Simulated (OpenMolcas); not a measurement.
## neutral tellurium: CASPT2 settings compared

* Program: OpenMolcas
* Basis: ANO-RCC-VQZP [8s7p5d3f2g]
* Scalar Hamiltonian: DKH4, point nucleus
* Active space: 6 electrons in 8 orbitals (5s 5p 6s 6p)
* State averaging: 2S+1 = 3 even, 3 roots; 2S+1 = 1 even, 6 roots kept (CI in the orbitals of an earlier block)
* Spin-orbit coupling: RASSI with atomic mean-field integrals over the reference wave functions, term energies averaged over their components

Methods on the same reference wave functions:
A. CASSCF
B. SS-CASPT2, IPEA 0.75 Eh, imaginary shift 0.4 Eh (closed shells correlated: 4d)
C. SS-CASPT2, IPEA 0 Eh, imaginary shift 0.2 Eh (closed shells correlated: 4d)
D. XMS-CASPT2, IPEA 0.75 Eh, imaginary shift 0.2 Eh (closed shells correlated: 4d)

Energies in cm⁻¹ above 5s² 5p⁴ ³P₂, the measured ground level; measured values from NIST Handbook of Basic Atomic Spectroscopic Data.

```json
{"Level": "5s² 5p⁴ ³P₂", "A": "0.0", "B": "0.0", "C": "0.0", "D": "0.0", "Measured": "0.0"}
{"Level": "5s² 5p⁴ ³P₁", "A": "4096", "B": "4200", "C": "4190", "D": "4210", "Measured": "4751"}
{"Level": "5s² 5p⁴ ³P₀", "A": "4242", "B": "4530", "C": "4520", "D": "4570", "Measured": "4706"}
{"Level": "5s² 5p⁴ ¹D₂", "A": "12169", "B": "10470", "C": "10620", "D": "10380", "Measured": "10558"}
{"Level": "5s² 5p⁴ ¹S₀", "A": "21627", "B": "23780", "C": "23720", "D": "24190", "Measured": "23198"}
```

Deviations, from unrounded energies. A percentage is the sum of absolute deviations over the sum of measured energies, with the sign that they share, or ± where signs differ.

```csv
Against measurement,Levels,A,B,C,D
mean absolute deviation (cm-1),4,1100,350,330,460
fine structure of the ground term (%),2,-11.8,-7.7,-8.0,-7.2
other terms of the ground configuration (%),2,±9.4,±2.0,+1.7,±3.5
```

B, C lie about equally close to measurement and A furthest from it. The largest miss of C in the table is 5s² 5p⁴ ³P₁, by -560 cm-1. The ranking rests on the paired levels alone, and a cruder setting can come out closer through cancelling errors.

Among B to D the level of the table that moves most is 5s² 5p⁴ ¹S₀, by 480 cm-1 (lowest in C, highest in D). Moves below CASPT2's spread within the term are not significant.

The mean deviations of B to D differ by less than CASPT2's widest spread within a term (450 cm-1), so their order carries little weight.

From A to B the spin-free energies of the other terms of 5s² 5p⁴ shown, above ³P, scale by factors of 0.79 to 1.13.

The lowest spin-free term lies below A's lowest term by 0.564 hartree in B, 0.580 hartree in C, 0.567 hartree in D.

Term energies are means over components that CASPT2 splits; among the terms shown or strongly mixed into the levels shown the widest spread is 450 cm-1 (5s² 5p⁴ ¹D, D). Terms from blocks run as CI alone lack orbitals of their own. Active for correlation alone: 6p 6s; no level in the range computed is led by a configuration that fills them, so any true level of that kind is missing. Measured partners are found by configuration, term and J. A level has none where our copy of the source lacks it or the pairing is in doubt (some pairs that miss far off the trend of their configuration count as doubtful), and it then counts in no deviation. Only configurations of the active space appear.
